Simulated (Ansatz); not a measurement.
System: HgI2, net charge 0, singlet state. SMILES: [I][Hg][I]
Geometry: optimised at B3LYP-D3(BJ)/def2-TZVP (Ansatz, a quantum-chemistry and plane-wave program).

Property: atomisation energy (electronic, to ground-state atoms), in eV. Cores are frozen in the correlated levels unless marked. Open shells are spin-unrestricted. Spin-orbit coupling is left out. Frozen are the shells of the preceding noble gas and the d and f shells that filled before the atom's block. Past Kr the def2 sets carry scalar-relativistic core potentials. The coupled-cluster limit lacks core correlation, which all-electron functionals hold. CBS(X,Y): correlation extrapolated as X^-3; Hartree-Fock from the larger set. [CCSD(T)-MP2]/basis is that difference in the basis named.

```tsv
level	program	atomisation energy (eV)
revPBE-D3(BJ)/def2-TZVPD	Ansatz + dftd3	3.21
r2SCAN-D4/def2-TZVPD	Ansatz + dftd4	3.51
r2SCAN0/def2-TZVPD	Ansatz	3.41
HSE06-D4/def2-TZVPD	Ansatz + dftd4	(withheld)
CAM-B3LYP/def2-TZVPD	Ansatz	(withheld)
wB97M-V/def2-TZVPD	Ansatz	3.38
B2PLYP-D3(BJ)/def2-TZVPD	Ansatz + dftd3	3.21
RI-MP2/CBS(def2-TZVPPD,def2-QZVPPD)+[CCSD(T)-MP2]/def2-TZVPPD	Ansatz	3.45
```

**Question.** Some entries are withheld; supply them.

**Answer.** 
- HSE06-D4/def2-TZVPD, atomisation energy (eV): 3.52
- CAM-B3LYP/def2-TZVPD, atomisation energy (eV): 3.11
